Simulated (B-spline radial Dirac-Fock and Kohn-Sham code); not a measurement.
**Elastic scattering of 279 eV positrons by the Ne atom**

These are calculated numbers from a radial finite-basis atomic code; the model is relativistic (Dirac) partial waves in the static field of the Dirac-Fock atom, without polarisation or absorption potentials. Below a few hundred eV the neglected polarisation potential matters, most of all at small angles.

Input of the calculation (task.json; shells as n, l, electrons):

```json
{"items": [{
  "Z": 10,
  "q": 0,
  "cfg": [[1, 0, 2], [2, 0, 2], [2, 1, 6]],
  "A": 20,
  "rrms": 3.0055,
  "do": "elastic",
  "energies": [[279.0, 1]],
  "theta": [0, 1, 2, 3, 5, 7, 10, 15, 20, 25, 30, 40, 50, 60, 70, 80, 90, 100, 110, 120, 130, 140, 150, 160, 170, 180]
}]}
```

Run with: `python xray2_run.py task.json out`

```
θ (°)  dσ/dΩ (Å²/sr)
    0           1.10
    1           1.10
    2           1.09
    3           1.08
    5           1.04
    7          0.979
   10          0.872
   15          0.668
   20          0.479
   25          0.329
   30          0.223
   40          0.106
   50         0.0567
   60         0.0344
   70         0.0231
   80         0.0165
   90         0.0124
  100        0.00970
  110        0.00786
  120        0.00658
  130        0.00569
  140        0.00505
  150        0.00462
  160        0.00433
  170        0.00417
  180        0.00412
```

Question: What integrated cross sections go with this distribution?

Answer: The total elastic cross section is 0.735 Å², the first transport cross section 0.181 Å² and the second, weighted with (3/2) sin²θ, 0.328 Å². The mean deflection is ⟨1 − cos θ⟩ = 0.246, and 6.1 % of the collisions scatter beyond 90°.
